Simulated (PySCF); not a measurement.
CH₄F₂GeO, SMILES C[O][GeH]([F])[F].

Coordinates come from a B3LYP-D3(BJ)/def2-SVP optimisation. The structure was generated by enumeration, and PubChem lists no compound with its InChIKey, so it may never have been made. One conformer was computed; it need not be the lowest.

Computed with PBE/def2-TZVP run with PySCF.

- total energy: -2392.01676 hartree
- point group: Cs
- highest occupied level: -7.17 eV
- lowest empty level: -1.16 eV
- orbital gap: 6.01 eV
- dipole moment: 1.45 D
- quadrupole, principal values (traceless, Buckingham form, about the centre of nuclear charge): -5.08, -4.84, 9.92 D·Å
- mean static polarisability: 43.9 bohr³ (6.51 Å³)
- polarisability, principal values: 39.4, 40.1, 52.2 bohr³
